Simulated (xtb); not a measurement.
C₂H₆BeO, SMILES [CH3][Be][O]C. All values are semi-empirical tight-binding results from xtb (GFN2-xTB unless named), good for trends rather than for accurate numbers. Geometry optimised at GFN2-xTB. One conformer was computed; it need not be the lowest.

The geometry has at least one imaginary mode, so it is a saddle point at that level.

For metal compounds this method's bond lengths and energies can be far off.

Computed properties:
| Quantity | Result |
|---|---|
| point group as xtb finds it | C3 |
| orbital gap | 7.04 eV |

Computed IR lines (harmonic; lines under 4 % of the strongest left out, lines within 3 cm⁻¹ merged):
ν (cm⁻¹): 261 (w), 624 (vs), 1390 (m), 1408 (m), 1507 (s), 2916 (m), 2939 (m), 3009 (m), 3038 (w) (against the strongest line: vs over 80 %, s over 45 %, m over 15 %, w over 4 %, vw less)
